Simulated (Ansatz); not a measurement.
Ansatz results at the PBE0-D4/def2-TZVP geometry: size of the dipole moment (ωB97M-V/def2-TZVPP) 1.22 D; LUMO energy (ωB97M-V/def2-TZVPP) -0.05 eV; LUMO energy (PBE0/def2-TZVPP) -1.68 eV.

Each molecule was computed in one conformer, which needn't be the lowest.

Task: Which molecule gave them?
A. `[F][GeH]1[O]C[S]1`
B. `O[SiH2]C[TeH]`
C. `F[SiH]([AlH2])S`
D. `F[SiH2][S][AlH2]`

Result: D. The others give `F[SiH]([AlH2])S`: 0.18, 0.90, -0.94; `O[SiH2]C[TeH]`: 1.33, 0.81, -0.98; `[F][GeH]1[O]C[S]1`: 1.84, 1.13, -0.87.
